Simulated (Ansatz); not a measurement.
Ansatz (a first-principles code) job for Si(Cl)(F)2(NCO) (CClF2NOSi), SMILES F[Si](N=C=O)(Cl)F, B3LYP-D3(BJ)/def2-SVP. 

Ansatz 0.2 input:
```yaml
crystal:
  periodic: [false, false, false]
  atoms:
    - {symbol: O, position_ang: [3.38116487, 0.43420772, 0.25154214]}
    - {symbol: C, position_ang: [2.28153920, 0.12365956, 0.13869910]}
    - {symbol: N, position_ang: [1.16277389, -0.26005956, -0.00231254]}
    - {symbol: Si, position_ang: [-0.53325041, -0.32594456, -0.02814574]}
    - {symbol: F, position_ang: [-0.99051277, -1.14319071, 1.25532655]}
    - {symbol: F, position_ang: [-0.91113868, -1.29688392, -1.22522337]}
    - {symbol: Cl, position_ang: [-1.42927073, 1.41933489, -0.15913130]}
basis:
  gaussian:
    orbitals: def2-SVP
hamiltonian:
  xc: b3lyp
  dispersion: d3bj
relax: {f_tol: 0.002, max_steps: 200}
```

Output:

```
WARN ansatz: RAYON_NUM_THREADS=1 ignored (pool sized by the plan → 1); use --threads N
Functional definition: B3LYP
integrals: 0.05 GiB planned
1072 factors; integrals over basis functions are off by at most 3.8e-4 eV
mean field: 0.50 GiB planned
mean field evaluation 1: about -30392.9915 eV, gradient 6.5e1 eV
mean field evaluation 2: about -30385.8041 eV, gradient 9.3e1 eV
mean field evaluation 4: about -30400.1655 eV, gradient 4.9e0 eV
mean field evaluation 8: about -30400.2347 eV, gradient 3.0e-1 eV
mean field evaluation 16: about -30400.2349 eV, gradient 5.5e-5 eV
mean field -30400.23492234 eV, -1117.1880273767 hartree, gradient 5.5e-5 eV, S^2 0.000000; 0 other end points of the search recorded, 0 dependent functions left out
the calculation of the forces begins
reference -30400.23512887 eV, -1117.1880349665 hartree; 35, 35 occupied and 71, 71 virtual orbitals, 1072 factors
relax step   1: F+E_penalty+E_count = -30400.56071068 eV  Δ(F+E_penalty+E_count) = +0.000e0 eV  max|allowed force component| = 1.935e0 eV/Å  Δτ_max = 0.0000 Å  (27 SCF iters, accepted)
these checks for a lower state are left out or cut short: starts, cluster_reference, orbital_swaps, neighbouring_geometries, increment
integrals: 0.05 GiB planned
1072 factors; integrals over basis functions are off by at most 4.0e-4 eV
mean field: 0.50 GiB planned
mean field -30400.35354091 eV, -1117.1923865287 hartree, gradient 2.3e-5 eV, S^2 0.000000; 0 other end points of the search recorded, 0 dependent functions left out
the calculation of the forces begins
reference -30400.35374903 eV, -1117.1923941770 hartree; 35, 35 occupied and 71, 71 virtual orbitals, 1072 factors
relax step   2: F+E_penalty+E_count = -30400.67668571 eV  Δ(F+E_penalty+E_count) = -1.160e-1 eV  max|allowed force component| = 4.996e-1 eV/Å  Δτ_max = 0.0396 Å  (31 SCF iters, accepted)
these checks for a lower state are left out or cut short: starts, cluster_reference, orbital_swaps, neighbouring_geometries, increment
integrals: 0.05 GiB planned
1072 factors; integrals over basis functions are off by at most 3.9e-4 eV
mean field: 0.50 GiB planned
mean field -30400.36971984 eV, -1117.1929810933 hartree, gradient 2.6e-5 eV, S^2 0.000000; 0 other end points of the search recorded, 0 dependent functions left out
the calculation of the forces begins
reference -30400.36992805 eV, -1117.1929887449 hartree; 35, 35 occupied and 71, 71 virtual orbitals, 1072 factors
relax step   3: F+E_penalty+E_count = -30400.69350533 eV  Δ(F+E_penalty+E_count) = -1.682e-2 eV  max|allowed force component| = 2.202e-1 eV/Å  Δτ_max = 0.0318 Å  (32 SCF iters, accepted)
these checks for a lower state are left out or cut short: starts, cluster_reference, orbital_swaps, neighbouring_geometries, increment
integrals: 0.05 GiB planned
1072 factors; integrals over basis functions are off by at most 3.9e-4 eV
mean field: 0.50 GiB planned
mean field evaluation 32: about -30400.3476 eV, gradient 1.1e-3 eV
mean field -30400.37111875 eV, -1117.1930325025 hartree, gradient 8.3e-6 eV, S^2 0.000000; 0 other end points of the search recorded, 0 dependent functions left out
the calculation of the forces begins
reference -30400.37132688 eV, -1117.1930401512 hartree; 35, 35 occupied and 71, 71 virtual orbitals, 1072 factors
relax step   4: F+E_penalty+E_count = -30400.69531679 eV  Δ(F+E_penalty+E_count) = -1.811e-3 eV  max|allowed force component| = 1.176e-1 eV/Å  Δτ_max = 0.0066 Å  (34 SCF iters, accepted)
these checks for a lower state are left out or cut short: starts, cluster_reference, orbital_swaps, neighbouring_geometries, increment
integrals: 0.05 GiB planned
1072 factors; integrals over basis functions are off by at most 3.9e-4 eV
mean field: 0.50 GiB planned
mean field -30400.37278664 eV, -1117.1930937963 hartree, gradient 8.5e-6 eV, S^2 0.000000; 0 other end points of the search recorded, 0 dependent functions left out
the calculation of the forces begins
reference -30400.37299481 eV, -1117.1931014465 hartree; 35, 35 occupied and 71, 71 virtual orbitals, 1072 factors
relax step   5: F+E_penalty+E_count = -30400.69663255 eV  Δ(F+E_penalty+E_count) = -1.316e-3 eV  max|allowed force component| = 3.138e-1 eV/Å  Δτ_max = 0.0264 Å  (33 SCF iters, accepted)
these checks for a lower state are left out or cut short: starts, cluster_reference, orbital_swaps, neighbouring_geometries, increment
integrals: 0.05 GiB planned
1072 factors; integrals over basis functions are off by at most 4.0e-4 eV
mean field: 0.50 GiB planned
mean field -30400.37643371 eV, -1117.1932278235 hartree, gradient 2.6e-5 eV, S^2 0.000000; 0 other end points of the search recorded, 0 dependent functions left out
the calculation of the forces begins
reference -30400.37664198 eV, -1117.1932354772 hartree; 35, 35 occupied and 71, 71 virtual orbitals, 1072 factors
relax step   6: F+E_penalty+E_count = -30400.69941983 eV  Δ(F+E_penalty+E_count) = -2.787e-3 eV  max|allowed force component| = 2.143e-1 eV/Å  Δτ_max = 0.0505 Å  (31 SCF iters, accepted)
these checks for a lower state are left out or cut short: starts, cluster_reference, orbital_swaps, neighbouring_geometries, increment
integrals: 0.05 GiB planned
1072 factors; integrals over basis functions are off by at most 4.1e-4 eV
mean field: 0.50 GiB planned
mean field -30400.37838698 eV, -1117.1932996048 hartree, gradient 2.5e-5 eV, S^2 0.000000; 0 other end points of the search recorded, 0 dependent functions left out
the calculation of the forces begins
reference -30400.37859519 eV, -1117.1933072564 hartree; 35, 35 occupied and 71, 71 virtual orbitals, 1072 factors
relax step   7: F+E_penalty+E_count = -30400.70058893 eV  Δ(F+E_penalty+E_count) = -1.169e-3 eV  max|allowed force component| = 6.982e-3 eV/Å  Δτ_max = 0.0496 Å  (30 SCF iters, accepted)
these checks for a lower state are left out or cut short: starts, cluster_reference, orbital_swaps, neighbouring_geometries, increment
integrals: 0.05 GiB planned
1072 factors; integrals over basis functions are off by at most 4.2e-4 eV
mean field: 0.50 GiB planned
mean field evaluation 64: about -30400.3786 eV, gradient 8.8e-6 eV
mean field -30400.37863044 eV, -1117.1933085519 hartree, gradient 8.8e-6 eV, S^2 0.000000; 0 other end points of the search recorded, 0 dependent functions left out
the calculation of the forces begins
reference -30400.37883862 eV, -1117.1933162024 hartree; 35, 35 occupied and 71, 71 virtual orbitals, 1072 factors
relax step   8: F+E_penalty+E_count = -30400.70066896 eV  Δ(F+E_penalty+E_count) = -8.003e-5 eV  max|allowed force component| = 2.510e-3 eV/Å  Δτ_max = 0.0162 Å  (32 SCF iters, accepted)
these checks for a lower state are left out or cut short: starts, cluster_reference, orbital_swaps, neighbouring_geometries, increment
integrals: 0.05 GiB planned
1072 factors; integrals over basis functions are off by at most 4.1e-4 eV
mean field: 0.50 GiB planned
mean field -30400.37722225 eV, -1117.1932568019 hartree, gradient 8.8e-6 eV, S^2 0.000000; 0 other end points of the search recorded, 0 dependent functions left out
the calculation of the forces begins
reference -30400.37743015 eV, -1117.1932644422 hartree; 35, 35 occupied and 71, 71 virtual orbitals, 1072 factors
relax step   9: F+E_penalty+E_count = -30400.69961063 eV  Δ(F+E_penalty+E_count) = +1.058e-3 eV  max|allowed force component| = 2.357e-1 eV/Å  Δτ_max = 0.0063 Å  (34 SCF iters, rejected (line search))
these checks for a lower state are left out or cut short: starts, cluster_reference, orbital_swaps, neighbouring_geometries, increment
integrals: 0.05 GiB planned
1072 factors; integrals over basis functions are off by at most 4.2e-4 eV
mean field: 0.50 GiB planned
mean field -30400.37861282 eV, -1117.1933079044 hartree, gradient 1.3e-5 eV, S^2 0.000000; 0 other end points of the search recorded, 0 dependent functions left out
the calculation of the forces begins
reference -30400.37882100 eV, -1117.1933155548 hartree; 35, 35 occupied and 71, 71 virtual orbitals, 1072 factors
relax step  10: F+E_penalty+E_count = -30400.70067694 eV  Δ(F+E_penalty+E_count) = -7.972e-6 eV  max|allowed force component| = 1.068e-3 eV/Å  Δτ_max = 0.0031 Å  (24 SCF iters, accepted)
these checks for a lower state are left out or cut short: starts, cluster_reference, orbital_swaps, neighbouring_geometries, increment
integrals: 0.05 GiB planned
1072 factors; integrals over basis functions are off by at most 4.2e-4 eV
mean field: 0.50 GiB planned
mean field -30400.37861128 eV, -1117.1933078477 hartree, gradient 2.5e-5 eV, S^2 0.000000; 0 other end points of the search recorded, 0 dependent functions left out
the calculation of the forces begins
reference -30400.37881948 eV, -1117.1933154989 hartree; 35, 35 occupied and 71, 71 virtual orbitals, 1072 factors
relax step  11: F+E_penalty+E_count = -30400.70067789 eV  Δ(F+E_penalty+E_count) = -9.534e-7 eV  max|allowed force component| = 4.914e-3 eV/Å  Δτ_max = 0.0046 Å  (25 SCF iters, accepted)
these checks for a lower state are left out or cut short: starts, cluster_reference, orbital_swaps, neighbouring_geometries, increment
integrals: 0.05 GiB planned
1072 factors; integrals over basis functions are off by at most 4.2e-4 eV
mean field: 0.50 GiB planned
mean field -30400.37858984 eV, -1117.1933070597 hartree, gradient 2.9e-5 eV, S^2 0.000000; 0 other end points of the search recorded, 0 dependent functions left out
the calculation of the forces begins
reference -30400.37879802 eV, -1117.1933147105 hartree; 35, 35 occupied and 71, 71 virtual orbitals, 1072 factors
relax step  12: F+E_penalty+E_count = -30400.70067937 eV  Δ(F+E_penalty+E_count) = -1.485e-6 eV  max|allowed force component| = 1.548e-3 eV/Å  Δτ_max = 0.0012 Å  (22 SCF iters, accepted)
integrals: 0.05 GiB planned
1072 factors; integrals over basis functions are off by at most 4.2e-4 eV
mean field: 0.50 GiB planned
mean field evaluation 96: about -30400.3556 eV, gradient 2.8e-1 eV
mean field -30400.37858984 eV, -1117.1933070597 hartree, gradient 2.9e-5 eV, S^2 0.000000; 1 other end points of the search recorded, 0 dependent functions left out
the calculation of the forces begins
reference -30400.37879802 eV, -1117.1933147105 hartree; 35, 35 occupied and 71, 71 virtual orbitals, 1072 factors
Total energy: -30400.70088756 eV, -1117.2051512828 hartree
Atom 0 at     3.445570     0.377844     0.194001 Å, force    -0.000071     0.000132     0.000067 eV/Å
Atom 1 at     2.310920     0.120195     0.136996 Å, force    -0.000212    -0.000330    -0.000007 eV/Å
Atom 2 at     1.141956    -0.156990     0.078961 Å, force     0.001548     0.000243    -0.000152 eV/Å
Atom 3 at    -0.523950    -0.370111    -0.014613 Å, force     0.001304    -0.000060     0.000238 eV/Å
Atom 4 at    -1.038864    -1.143609     1.289228 Å, force    -0.000896     0.000209    -0.000632 eV/Å
Atom 5 at    -0.876887    -1.281042    -1.283116 Å, force    -0.000908     0.000418     0.000569 eV/Å
Atom 6 at    -1.497440     1.404836    -0.170702 Å, force    -0.000765    -0.000612    -0.000083 eV/Å
Dipole moment:     0.004237     0.113086    -0.005782 e Å
```

The calculation finished and met its thresholds.
